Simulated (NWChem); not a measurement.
CH5FOSi; SMILES CO[SiH2]F

```xyz
9

Si    -0.5256     0.6564    -0.0474
F      0.8243     1.5548     0.0205
O     -0.2395    -0.8626     0.5107
C      0.5254    -1.8523    -0.1257
H     -0.9298     0.6218    -1.4804
H     -1.5341     1.2590     0.8521
H      1.6055    -1.6778     0.0157
H      0.2750    -2.8297     0.3130
H      0.3222    -1.9019    -1.2113
```
Atoms are numbered in this order, from 1.

Computed with NWChem. Coordinates come from a PBE0/def2-SVP optimisation. Level: PBE0/def2-SVP with SMD (1 M gas to 1 M solution), gas-phase geometry. Reactions with the solvent are ignored.

For solvent toluene:

| Item | Result |
|---|---|
| solvation free energy (kcal/mol) | -1.7 |
| cavity-dispersion-structure term (kcal/mol) | -0.1 |
| dipole in solution (D) | 1.82 |

Problem. What are these values for solvent water?

Solution. The solvation free energy (kcal/mol) comes out as -0.1 and the cavity-dispersion-structure term (kcal/mol) is 3.6. The dipole in solution (D) comes out as 1.99.
